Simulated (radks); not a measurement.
Tl3+, configuration [Xe] 4f14 5d9 6f1 (not the ground configuration). Calculated with a radial shooting solver on a logarithmic mesh with Libxc functionals: Dirac Kohn-Sham, BLYP, spin-unpolarised, spherical densities, finite nucleus; open shells are shared between the two j in proportion to 2j + 1; Fermi nuclear charge, rms radius 5.4759 fm. Some entries of the table are withheld. Estimate them.

| orbital | occ. | eigenvalue (hartree) | <1/r> (bohr^-1) | r(max) (bohr) |
|---|---|---|---|---|
| 1s1/2 | 2 | -3141.414 | 99.36 | 0.01003 |
| 2s1/2 | 2 | -560.1470 | 24.52 | 0.05837 |
| 2p1/2 | 2 | -537.9794 | 24.49 | (1) |
| 2p3/2 | 4 | -462.0545 | 19.69 | (2) |
| 3s1/2 | 2 | -134.8314 | 8.998 | 0.1642 |
| 3p1/2 | 2 | -124.7839 | (3) | 0.1530 |
| 3p3/2 | 4 | -107.9055 | (4) | 0.1684 |
| 3d3/2 | 4 | -91.24164 | 7.558 | 0.1309 |
| 3d5/2 | 6 | -87.63635 | 7.277 | 0.1351 |
| 4s1/2 | 2 | -31.25186 | 3.817 | 0.3694 |
| 4p1/2 | 2 | -26.91436 | 3.709 | 0.3671 |
| 4p3/2 | 4 | -22.80902 | 3.274 | 0.3985 |
| 4d3/2 | 4 | -15.70999 | 3.075 | 0.3902 |
| 4d5/2 | 6 | -14.94396 | 2.976 | 0.3998 |
| 5s1/2 | 2 | -6.28889 | 1.576 | 0.8081 |
| 4f5/2 | 6 | -5.77818 | 2.626 | 0.3556 |
| 4f7/2 | 8 | -5.60896 | 2.588 | 0.3601 |
| 5p1/2 | 2 | (5) | (6) | (7) |
| 5p3/2 | 4 | (8) | (9) | (10) |
| 5d3/2 | 3.6 | (11) | 1.021 | 1.082 |
| 5d5/2 | 5.4 | (12) | 0.9859 | 1.113 |
| 6f5/2 | 0.428571 | -0.32221 | 0.2090 | 6.626 |
| 6f7/2 | 0.571429 | -0.32132 | 0.2085 | 6.644 |

Answer. 
(1) 2p1/2 r(max) (bohr): 0.04279
(2) 2p3/2 r(max) (bohr): 0.05039
(3) 3p1/2 <1/r> (bohr^-1): 8.913
(4) 3p3/2 <1/r> (bohr^-1): 7.658
(5) 5p1/2 eigenvalue (hartree): -4.82474
(6) 5p1/2 <1/r> (bohr^-1): 1.455
(7) 5p1/2 r(max) (bohr): 0.8487
(8) 5p3/2 eigenvalue (hartree): -4.06945
(9) 5p3/2 <1/r> (bohr^-1): 1.297
(10) 5p3/2 r(max) (bohr): 0.9259
(11) 5d3/2 eigenvalue (hartree): -2.04060
(12) 5d5/2 eigenvalue (hartree): -1.95038
